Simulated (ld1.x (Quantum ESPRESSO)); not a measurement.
# What one change does to a pseudopotential (Sr (Z = 38), TM)

Sr (Z = 38), norm-conserving Troullier–Martins (Kleinman–Bylander form), made with ld1.x (Quantum ESPRESSO) 7.5 (LDA (PZ), scalar-relativistic). Core [Kr], reference 4d0 5s2 5p0. Waves: 5s (bound): rc 3.80 bohr; 4d (bound, empty): rc 2.25 bohr; 5p (bound, empty): rc 3.35 bohr. Local part: the p channel. Core correction: a·sin(br)/r model core, default radius (core density twice the valence density).

All-electron outer shells of the reference configuration (LDA (PZ), scalar-relativistic, ld1.x):

```csv
shell,level (eV),outermost node (bohr),outermost maximum (bohr)
4s,-40.91,0.59,1.19
4p,-22.85,0.61,1.32
5s,-3.64,1.65,3.62
4d,-1.41,0.65,2.14
5p,-1.32,1.96,4.83
```

Change: wave 5p (bound): rc 3.35 bohr becomes 5p (bound): rc 2.78 bohr.

Cutoffs: the cutoffs (Ry, on a coarse ladder) from which the occupation-weighted sum of valence levels, in a spherical-Bessel basis at the reference potential, stays within 10 and 1 mRy of its value at 400 Ry; they do not see the model core or the augmentation charge, which bear on the density cutoff. Errors are all-electron minus pseudo energies relative to the spin-unpolarised reference configuration.

**Question.** How do hardness, ghosts and transferability respond?

**Answer.** Both files are so soft that the ladder of cutoffs tells neither apart; both files keep a bound ghost (s); of the 9 tests that both files solve, the error grows in 3 and shrinks in 4 by more than 15 % and 0.3 meV (median size 6.8 → 5.9 meV).

```csv
quantity,base,changed
"cutoff, loose",6 Ry,6 Ry
"cutoff, tight",8 Ry,8 Ry
bound ghosts,s,s
"error for 4d0 5s1 5p0, meV [ΔE 6.06 eV]",-12,-5.5
"error for 4d0 5s1.5 5p0, meV [ΔE 2.41 eV]",-2.5,-0.7
"error for 4d0 5s1 5p1, meV [ΔE 2.39 eV]",-3.7,+5.0
"error for 4d0 5s0 5p2, meV [ΔE 4.93 eV]",-6.9,+40
"error for 4d0.5 5s1.5 5p0, meV [ΔE 1.15 eV]",-6.8,-5.9
"error for 4d0 5s0 5p1, meV [ΔE 9.11 eV]",+2.1,+147
"error for 4d1 5s0 5p0, meV [ΔE 7.86 eV]",-28,-28
"error for 4d0 5s1 5p0 (spin-polarised), meV [ΔE 5.89 eV]",-11,-6.4
"error for 4d0 5s1.5 5p0 (spin-polarised), meV [ΔE 2.38 eV]",-2.2,-0.5
s: phases at 4.08 bohr within 0.05 rad from the reference energy up to (Ry; the scan ends near 5),1.3,1.2
p: phases at 4.08 bohr within 0.05 rad from the reference energy up to (Ry; the scan ends near 5),0.2,-0.0
d: phases at 4.08 bohr within 0.05 rad from the reference energy up to (Ry; the scan ends near 5),0.4,0.6
```

Base: The cutoffs count occupied waves only; the empty 4d level needs 18 Ry at the loose tolerance. Changed file: The cutoffs count occupied waves only; the empty 4d level needs 18 Ry at the loose tolerance. A true bound ghost makes a file unfit for plane-wave use even where its test errors are small: the radial tests pick states by their node count and pass the ghost by.
